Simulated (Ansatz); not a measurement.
Zn2S⁺, relaxed as a quartet with UKS r2SCAN-D4/def2-TZVP in Ansatz, starting from the r2SCAN-D4/def2-TZVP geometry of the charge +1 doublet. Force threshold 0.02 eV/Å.

At r2SCAN-D4/def2-TZVP a doublet of charge 1 lies 1.07 eV below the quartet, each at its own geometry. The structure comes from a short search, and lower isomers may exist.

Start:

```xyz
3

Zn   -1.5848   -0.1493   -0.9553
Zn    1.8291    0.2488    0.1973
S    -0.2443   -0.0995    0.7580
```

(1) Estimate the energy that the relaxation releases and the steps that it takes.

(2) Does the start keep its bonding and symmetry?

(3) Predict the relaxed structure.

Answers

(1) 35.3 kJ/mol, in 4 steps; 12 s on 4 threads of Arm Neoverse V1 on a shared host. No frequencies were taken in this run, so the end may be a saddle point.

(2) By distances, no bond broke or formed. The bond that changes most is Zn2–S3, from 2.18 to 2.41 Å (atoms count from 1). Point group C2v at the start, C2v at the end, both within 0.05 Å.

(3) 
```xyz
3

Zn   -1.6885   -0.1552   -1.0644
Zn    1.9759    0.2722    0.1727
S    -0.2874   -0.1170    0.8917
```
Bond lengths (bridged metal pairs left out): 2 × S–Zn 2.41 Å.
